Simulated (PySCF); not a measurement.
ORD: `C#C[Si@@H]1C[C@H]1CCS`, C₆H₁₀SSi

Geometry:
```tsv
atom	x (Å)	y (Å)	z (Å)
C1	-4.055	1.643	0.321
C2	-3.181	0.945	-0.120
Si3	-1.859	-0.117	-0.824
C4	-0.770	-1.069	0.382
C5	-0.106	0.199	-0.181
C6	1.117	0.015	-1.047
C7	2.327	-0.337	-0.192
S8	3.814	-0.695	-1.193
H9	-4.815	2.255	0.715
H10	-2.065	-0.606	-2.175
H11	-0.982	-1.068	1.443
H12	-0.326	-2.004	0.069
H13	0.033	0.988	0.553
H14	0.949	-0.785	-1.772
H15	1.323	0.934	-1.604
H16	2.572	0.467	0.503
H17	2.147	-1.251	0.374
H18	3.868	0.493	-1.793
```

Theory: PySCF, TDDFT CAM-B3LYP/def2-SVPD circular dichroism and optical rotation, one conformer, gas phase. Geometry: GFN2-xTB.

The molecule is flexible and this is one conformer; a measurement averages over conformers.

Stereocentres: Si3 R, C5 R.

(1) Give the optical rotatory dispersion at 633, 589.3, 546, 436, 405, 365, 355 nm.

(2) And for the mirror image at 589.3 nm?

(3) What is the molar rotation [Φ] = [α]·M/100 of the geometry above at 589.3 nm?

Answers

(1) [α] in deg dm⁻¹ (g/mL)⁻¹:
```
λ (nm)  origin-invariant length gauge  modified velocity gauge  length gauge (centre of mass)  isotropic polarisability (au)
   633                          -51.2                    -49.2                          -53.0                          124.8
 589.3                          -60.0                    -57.4                          -62.2                          125.5
   546                          -71.4                    -67.9                          -74.1                          126.4
   436                         -122.2                   -113.8                         -127.5                          130.2
   405                         -147.8                   -136.0                         -154.6                          132.1
   365                         -197.1                   -177.4                         -207.1                          135.5
   355                         -213.9                   -191.2                         -225.2                          136.6
```

(2) +60.0 deg dm⁻¹ (g/mL)⁻¹ (origin-invariant length gauge): the same size and the opposite sign.

(3) With M = 142.29 g/mol, -85.4 deg cm² dmol⁻¹ (origin-invariant length gauge).

The first excitation lies at 5.48 eV (226 nm) with R = -4.9 × 10⁻⁴⁰ esu² cm² (velocity form).
